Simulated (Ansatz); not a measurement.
`C=CCCCCCCCC`. Total charge 0; singlet. Geometry PBE-D4/def2-SVP, basis def2-TZVP, Ansatz.

```xyz
30

C    -3.881   -3.133    1.937
C    -3.466   -2.047    1.261
C    -2.963   -0.778    1.892
C    -1.471   -0.486    1.631
C    -1.111   -0.230    0.165
C     0.368    0.104   -0.052
C     0.728    0.377   -1.516
C     2.216    0.645   -1.777
C     2.767    1.924   -1.134
C     4.232    2.190   -1.479
H    -4.224   -4.043    1.420
H    -3.888   -3.151    3.041
H    -3.473   -2.079    0.155
H    -3.141   -0.821    2.988
H    -3.561    0.081    1.508
H    -1.176    0.401    2.234
H    -0.866   -1.335    2.019
H    -1.375   -1.118   -0.452
H    -1.738    0.604   -0.228
H     0.634    0.983    0.576
H     0.994   -0.735    0.329
H     0.405   -0.492   -2.130
H     0.130    1.242   -1.885
H     2.814   -0.227   -1.424
H     2.387    0.698   -2.875
H     2.654    1.868   -0.029
H     2.142    2.788   -1.455
H     4.884    1.356   -1.143
H     4.607    3.119   -1.001
H     4.376    2.296   -2.575
```

```
run  HOMO (eV)  LUMO (eV)
  A      -7.07      -0.02
  B      -7.29       0.23
  C      -6.18      -0.80
  D      -6.37      -0.55
  E      -6.88      -0.15
```

B3LYP takes the VWN-RPA correlation. HSE06 is defined as in plane-wave codes, on full-range PBE exchange.

Task: The runs used B3LYP, HSE06, PBE, PBE0, r2SCAN. Estimate which is which.

Result: A B3LYP (20 % exact exchange); B PBE0 (25 % exact exchange); C PBE (0 % exact exchange); D r2SCAN (0 % exact exchange); E HSE06 (range-separated). Exact exchange lowers occupied and raises empty levels; among semilocal functionals meta-GGAs tend to open the gap a little, and such runs are hard to tell apart. The gap grows from 5.38 eV (PBE) to 7.52 eV (PBE0).
